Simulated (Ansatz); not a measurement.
`N=C[SiH2]F` and `N=C[SiH3]` differ in one atom or group.

Ansatz, PBE0-D4/def2-TZVP geometries, multiplicity 1. Each molecule was computed in one conformer, which needn't be the lowest.

```
                                        property  `N=C[SiH2]F`
           HOMO–LUMO gap (B3LYP/def2-TZVPP) / eV          5.84
              LUMO energy (PBE0/def2-TZVPP) / eV         -1.21
size of the dipole moment (B3LYP/def2-TZVPP) / D          1.97
              HOMO energy (PBE0/def2-TZVPP) / eV         -7.50
               LUMO energy (PBE/def2-TZVPP) / eV         -2.31
             HOMO energy (B3LYP/def2-TZVPP) / eV         -7.29
```

Problem. Give the same properties after the change, and the shifts. (Best estimate.)

Solution. Computed: 
```tsv
property	`N=C[SiH3]`	shift
HOMO–LUMO gap (B3LYP/def2-TZVPP) / eV	6.04	0.20
LUMO energy (PBE0/def2-TZVPP) / eV	-0.96	0.25
size of the dipole moment (B3LYP/def2-TZVPP) / D	1.76	-0.21
HOMO energy (PBE0/def2-TZVPP) / eV	-7.46	0.04
LUMO energy (PBE/def2-TZVPP) / eV	-2.07	0.24
HOMO energy (B3LYP/def2-TZVPP) / eV	-7.24	0.05
```

Dipoles are sizes alone; their direction can turn.

B3LYP here is the variant with VWN-RPA as its local correlation; programs differ in this.
